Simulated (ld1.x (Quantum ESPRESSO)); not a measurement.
**Reading a pseudo-wave (vanadium)**

Columns: radius, all-electron u(r) and pseudo u(r) of the 3d shell (level -16.83 eV) of vanadium in the configuration [Ar] 3d3 4s0.5 4p0; PBEsol, scalar-relativistic, TM scheme, ld1.x (Quantum ESPRESSO) 7.5.

```json
{"r (bohr)": "0.158", "all-electron": "0.1122", "pseudo": "0.0547"}
{"r (bohr)": "0.315", "all-electron": "0.3792", "pseudo": "0.3130"}
{"r (bohr)": "0.473", "all-electron": "0.6149", "pseudo": "0.6244"}
{"r (bohr)": "0.630", "all-electron": "0.7612", "pseudo": "0.7849"}
{"r (bohr)": "0.788", "all-electron": "0.8265", "pseudo": "0.8308"}
{"r (bohr)": "0.945", "all-electron": "0.8340", "pseudo": "0.8340"}
{"r (bohr)": "1.102", "all-electron": "0.8066", "pseudo": "0.8066"}
{"r (bohr)": "1.260", "all-electron": "0.7600", "pseudo": "0.7600"}
{"r (bohr)": "1.418", "all-electron": "0.7041", "pseudo": "0.7041"}
{"r (bohr)": "1.575", "all-electron": "0.6454", "pseudo": "0.6454"}
{"r (bohr)": "1.732", "all-electron": "0.5869", "pseudo": "0.5869"}
{"r (bohr)": "1.890", "all-electron": "0.5303", "pseudo": "0.5303"}
{"r (bohr)": "2.047", "all-electron": "0.4774", "pseudo": "0.4774"}
{"r (bohr)": "2.205", "all-electron": "0.4281", "pseudo": "0.4281"}
{"r (bohr)": "2.362", "all-electron": "0.3829", "pseudo": "0.3829"}
{"r (bohr)": "2.520", "all-electron": "0.3415", "pseudo": "0.3415"}
{"r (bohr)": "2.678", "all-electron": "0.3037", "pseudo": "0.3037"}
{"r (bohr)": "2.835", "all-electron": "0.2698", "pseudo": "0.2698"}
{"r (bohr)": "2.992", "all-electron": "0.2391", "pseudo": "0.2391"}
{"r (bohr)": "3.150", "all-electron": "0.2114", "pseudo": "0.2114"}
{"r (bohr)": "3.308", "all-electron": "0.1864", "pseudo": "0.1864"}
{"r (bohr)": "3.465", "all-electron": "0.1643", "pseudo": "0.1643"}
{"r (bohr)": "3.622", "all-electron": "0.1445", "pseudo": "0.1445"}
{"r (bohr)": "3.780", "all-electron": "0.1268", "pseudo": "0.1268"}
{"r (bohr)": "3.938", "all-electron": "0.1111", "pseudo": "0.1111"}
{"r (bohr)": "4.095", "all-electron": "0.0974", "pseudo": "0.0974"}
```

Task: How many radial nodes do the two functions have?

Result: The all-electron 3d function has n − l − 1 = 0; the pseudo-wave has 0.

Task: At about which radius was the pseudo-wave matched?

Result: 1.00 bohr, where the columns begin to agree (steps of 0.16 bohr).

Task: Is the pseudo-wave norm-conserving?

Result: Yes: the TM scheme keeps the norm inside the radius equal to the all-electron one, which fixes the energy derivative of the logarithmic derivative at the level.
